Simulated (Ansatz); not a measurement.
`[BH2][GeH2][SiH3]` + `BNCC` → `BN(B)CC` + `[SiH3][GeH3]` at 400 K and 1 bar (cleavage of the B–Ge bond).

Program: Ansatz. Geometries: PBE0-D4/def2-TZVP. ΔE: electronic, gas phase. CCSD(T)/CBS adds triple-zeta CCSD(T) − MP2 to the extrapolated MP2 energy (def2 sets, frozen cores). For Ge outer-core shells are correlated without core-valence functions, which leaves a few kJ/mol of doubt a bond. Scalar relativity is left out up to krypton. Each species was taken in one conformer, which may not be the lowest.

| species | CCSD(T)/CBS energy (Eh) | H − E (kJ/mol) | S (J/(mol·K)) |
| --- | --- | --- | --- |
| `[BH2][GeH2][SiH3]` | -2394.15199 | 191.3 | 380.4 |
| `BNCC` | -160.44809 | 303.2 | 328.3 |
| `BN(B)CC` | -185.85795 | 338.6 | 363.5 |
| `[SiH3][GeH3]` | -2368.78170 | 150.2 | 319.5 |

H − E and S are ideal-gas, rigid-rotor, harmonic terms from PBE0-D4/def2-TZVP, for one conformer and one mirror image of each species. 1 Eh = 2625.50 kJ/mol, R = 8.31446 J/(mol·K).

By hand: ΔE, ΔH, ΔS and ΔG.

ΔE = (-185.85795) + (-2368.78170) − (-2394.15199) − (-160.44809) = -0.03957 Eh = -103.9 kJ/mol. Δ(H − E) = 338.6 + 150.2 − 191.3 − 303.2 = -5.7, so ΔH = -109.6 kJ/mol. ΔS = 363.5 + 319.5 − 380.4 − 328.3 = -25.7 J/(mol·K). ΔG = -109.6 − 400 × (-25.7)/1000 = -99.3 kJ/mol.

By hand: the equilibrium constant, and the temperature at which ΔG would vanish if ΔH and ΔS stayed fixed.

log₁₀ K = −ΔG/(RT ln 10) = 13.0. ΔG = 0 at ΔH/ΔS = 4265 K, far beyond where these terms or the molecules hold.

ΔH outweighs TΔS. A doubt of 5 kJ/mol in ΔE shifts log₁₀ K by 0.7 here. Other conformers and mirror images would add mixing entropy, several J/(mol·K) or more a flexible species. Modes under 60 cm⁻¹, often nearly free rotors, make the harmonic entropy too high. These are equilibria of isolated gas molecules and say nothing of rates. Largest T1 diagnostic: 0.013 (customary marks: 0.02 for closed shells, 0.045 for open ones).
